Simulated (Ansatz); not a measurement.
Start from `C[SiH2][SiH](O)O` and change one atom or group to get `O[SiH](O)CF`.

Ansatz, PBE0-D4/def2-TZVP geometries, multiplicity 1. Each molecule was computed in one conformer, which needn't be the lowest.

```
                                          property  `C[SiH2][SiH](O)O`
             HOMO energy (ωB97M-V/def2-TZVPP) / eV               -9.79
           HOMO–LUMO gap (ωB97M-V/def2-TZVPP) / eV               11.33
               LUMO energy (B3LYP/def2-TZVPP) / eV               -0.29
size of the dipole moment (ωB97M-V/def2-TZVPP) / D                2.26
                 LUMO energy (PBE/def2-TZVPP) / eV               -0.87
                LUMO energy (PBE0/def2-TZVPP) / eV               -0.04
```

Task: What does the change do to each property? (An estimate is asked.)

Result: Ansatz gave: 
```csv
property,`O[SiH](O)CF`,shift
HOMO energy (ωB97M-V/def2-TZVPP) / eV,-10.55,-0.76
HOMO–LUMO gap (ωB97M-V/def2-TZVPP) / eV,12.62,1.29
LUMO energy (B3LYP/def2-TZVPP) / eV,0.07,0.36
size of the dipole moment (ωB97M-V/def2-TZVPP) / D,1.63,-0.63
LUMO energy (PBE/def2-TZVPP) / eV,-0.59,0.28
LUMO energy (PBE0/def2-TZVPP) / eV,0.37,0.41
```

With PBE0 the HOMO falls by 0.52 eV and the LUMO rises by 0.41 eV, so the gap widens by about 0.93 eV. PBE moves the HOMO by -0.20 eV and ωB97M-V by -0.76 eV. Dipoles are sizes alone; their direction can turn.

B3LYP here is the variant with VWN-RPA as its local correlation; programs differ in this.
